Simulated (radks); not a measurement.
Ionisation of the manganese ion Mn2+, [Ar] 3d5, to [Ar] 3d4 as the strength of local exchange is varied. Method: scalar-relativistic Kohn-Sham, Slater X-alpha exchange (alpha = 2/3 is LDA exchange), no correlation, spin-polarised, spherical densities, point nucleus; open shells are filled with parallel spins first; computed with a radial shooting solver on a logarithmic mesh with Libxc functionals.

| alpha | E(Mn2+) (hartree) | exchange (hartree) | IE (eV) | -e of the level emptied (eV) | <r> of it (bohr) |
|---|---|---|---|---|---|
| 0.582 | -1147.44418 | -41.30349 | 31.029 | 23.117 (3d) | 1.173 |
| 0.638 | -1151.42771 | -45.43604 | 32.364 | 24.296 (3d) | 1.152 |
| 0.667 | -1153.49606 | -47.58690 | 33.070 | 24.923 (3d) | 1.141 |
| 0.716 | -1156.99933 | -51.23777 | 34.286 | 26.008 (3d) | 1.123 |
| 0.746 | -1159.14942 | -53.48332 | 35.044 | 26.688 (3d) | 1.113 |
| 0.935 | -1172.78609 | -67.80929 | 40.067 | 31.239 (3d) | 1.054 |
| 0.956 | -1174.31095 | -69.42005 | 40.651 | 31.773 (3d) | 1.048 |

NIST Atomic Spectra Database: 33.67 eV (measured). The Delta-SCF value meets it near alpha = 0.69. Open shells are spherical and high-spin; term and fine-structure splittings are not resolved.
